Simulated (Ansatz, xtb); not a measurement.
**H4N3Sn: which of two structures lies lower**

Structure I: a doublet given by its coordinates. Structure II: a doublet given by its coordinates. Both are isolated molecules in the gas phase, relaxed with PBE0-D3(BJ)/def2-SVP.

I (Å):

```tsv
atom	x (Å)	y (Å)	z (Å)
N	-3.4893	-0.5813	-2.3290
N	-2.3501	-0.6116	-1.6722
N	0.1662	-0.4494	-0.1171
Sn	-1.3832	0.8249	-0.4586
H	-3.9018	0.3475	-2.1549
H	-1.8884	-1.5148	-1.8057
H	0.2678	-1.3932	-0.4780
H	0.9605	-0.2002	0.4626
```

Close contacts (Å): N1–N2 1.32, N2–Sn4 2.11, N3–Sn4 2.03, N1–H5 1.03, N2–H6 1.02, N3–H7 1.02, N3–H8 1.01.

II (Å):

```xyz
8

N    -2.9067   -0.3766   -1.9568
N    -2.4210   -1.4427   -1.3864
N    -0.3000    0.2996   -0.4875
Sn   -0.7454   -1.6677   -0.0885
H    -2.3920    0.4160   -1.5407
H    -2.9194   -2.2813   -1.6943
H    -0.3430    0.6587   -1.4395
H     0.4504    0.7671    0.0130
```

Close contacts (Å): N1–N2 1.30, N2–Sn4 2.13, N3–Sn4 2.06, N1–H5 1.03, N2–H6 1.02, N3–H7 1.02, N3–H8 1.02.

Question: Estimate E(II) − E(I) at the level CCSD(T)/def2-SVP + ΔMP2/def2-TZVPP.

Answer: Too close to call at this level: CCSD(T)/def2-SVP + ΔMP2/def2-TZVPP gives E(II) − E(I) = −0.93 kcal/mol.

How the difference moves with the method:

```tsv
level	geometry	E(II) − E(I) (kcal/mol)	departure from the last row (kcal/mol)	job, with rough time for the two
PBE0-D3(BJ)/def2-SVP	PBE0-D3(BJ)/def2-SVP	−1.29	−0.36	optimisation, 3.8 min
HF/def2-SVP	PBE0-D3(BJ)/def2-SVP	+2.56	+3.48	part of the CCSD(T) run
MP2/def2-SVP	PBE0-D3(BJ)/def2-SVP	+0.01	+0.94	part of the CCSD(T) run
CCSD(T)/def2-SVP	PBE0-D3(BJ)/def2-SVP	−1.17	−0.24	single point
CCSD(T)/def2-SVP + ΔMP2/def2-TZVPP	PBE0-D3(BJ)/def2-SVP	−0.93		single point, 2.9 min
```

The largest departure from CCSD(T)/def2-SVP + ΔMP2/def2-TZVPP is that of HF/def2-SVP, 3.48 kcal/mol. Levels run at GFN2-xTB geometries aren't shown. The last row adds to CCSD(T) the change of the MP2 difference between the two basis sets, here +0.24 kcal/mol.

With harmonic frequencies from PBE0-D3(BJ)/def2-SVP (ideal gas, rigid rotor, one conformer each, 298.15 K, 1 atm): on the last row, ΔE + ΔZPE = −0.46, ΔH = −0.67, ΔG = −0.25 kcal/mol.

Open shells are spin-unrestricted. The correlated steps freeze 7 core orbitals; the filled d shell of Sn is correlated, in a basis made for valence electrons. Atoms past krypton carry core potentials in the def2 sets and no spin–orbit term is included. Mirror images aren't counted in ΔG. Codes used: Ansatz 0.2.0; the last row on 2 threads of Intel(R) Xeon(R) Processor @ 2.50GHz (Skylake/Cascade Lake) on a shared host.
